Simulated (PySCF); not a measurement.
Predicted microwave data (PBE0/pcSseg-1 in PySCF (dipole) on a GFN2-xTB geometry, gas phase) for one isomer of C7H10P2:

```
Rotational constants : A = 1479, B = 1277, C = 694.2 MHz
Dipole components    : |μa| = 0.10 D, |μb| = 2.71 D, |μc| = 0.01 D
Inertial defect      : -9.44 u·Å²
κ                    : 0.49
```

Question: Which structure is it? (One computed conformer of each.)
A. `p1cpc(C)c(c1C)C`
B. `[CH3:1][CH2:2][c:3]1[cH:4][cH:5][p:6][c:7]([CH3:8])[p:9]1` with C1–C2–C3–C4 -85°
C. `[CH3:1][c:2]1[cH:3][cH:4][cH:5][c:6]([PH:7][PH2:8])[cH:9]1` with C5–C6–P7–P8 -95°, C6–P7–P8–H 81° and 173°
D. `[CH3:1][PH:2][c:3]1[cH:4][cH:5][cH:6][cH:7][c:8]1[PH2:9]` with C1–P2–C3–C4 4°, C7–C8–P9–H 96° and 3°

Answer: A. It is Cc1pcpc(C)c1C, an asymmetric top. The candidates at the same level (rigid rotor, commonest isotopes):

```tsv
SMILES	A (MHz)	B (MHz)	C (MHz)	μa (D)	μb (D)	μc (D)	Δ (u·Å²)	point group	rotor
CCc1ccpc(C)p1	2049	875.8	653.9	1.28	0.49	0.09	-50.81	C1	asymmetric top
CPc1ccccc1P	1516	1129	656.5	0.73	1.37	0.04	-10.99	–	asymmetric top
Cc1cccc(PP)c1	2160	674.7	602.8	1.08	0.20	0.18	-144.61	C1	near-prolate asymmetric top
Cc1pcpc(C)c1C	1479	1277	694.2	0.10	2.71	0.01	-9.44	near Cs	asymmetric top
```

`CCc1ccpc(C)p1` has A 39 % too high; `Cc1cccc(PP)c1` has B 47 % too low; `CPc1ccccc1P` has B 12 % too low. No structure here is proved a minimum.
